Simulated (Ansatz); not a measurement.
Total energies of the cluster Be₂Te₂ from Ansatz at PBE0-D4/def2-TZVP, gas phase (1 Eh = 27.2114 eV = 2625.5 kJ/mol). The reference geometry is relaxed at PBE0-D4/def2-TZVP.

```xyz
4

Be   -0.579    0.852    0.169
Be    0.579   -0.852   -0.169
Te    1.341    0.644    1.350
Te   -1.341   -0.644   -1.350
```

```
                 state                      geometry  energy (Eh)
      charge 0 singlet                     reference   -565.62856
      charge 1 doublet                     reference   -565.33751
      charge 0 triplet  relaxed at PBE0-D4/def2-TZVP   -565.56252
      charge 0 quintet  relaxed at PBE0-D4/def2-TZVP   -565.45192
free Be atom (singlet)                             –    -14.63549
free Te atom (triplet)                             –   -267.99464
```

In the def2 sets Te takes a core potential; there is no spin–orbit coupling.

(1) Work out the vertical ionisation energy to the doublet.

(2) Which of the charge 0 states is lowest, and how far above it are the others?

(3) What is the binding energy per atom against free atoms?

(1) E(charge 1 doublet) − E(charge 0 singlet) = -565.33751 − (-565.62856) = 0.29105 Eh = 7.92 eV. For comparison, −ε of the highest occupied level is 6.18 eV at this level, 1.74 eV less.

(2) The singlet. triplet: -565.56252 − (-565.62856) = 0.06604 Eh = 173.4 kJ/mol; quintet: -565.45192 − (-565.62856) = 0.17664 Eh = 463.8 kJ/mol. The quintet differs in its bonds from the reference.

(3) Atoms: 2 × (-14.63549) + 2 × (-267.99464) = -565.26026 Eh. Binding: -565.26026 − (-565.62856) = 0.36830 Eh = 10.02 eV, or 2.51 eV for each of 4 atoms (no zero-point energy, no counterpoise term).

The structure comes from a short search, and lower isomers may exist.
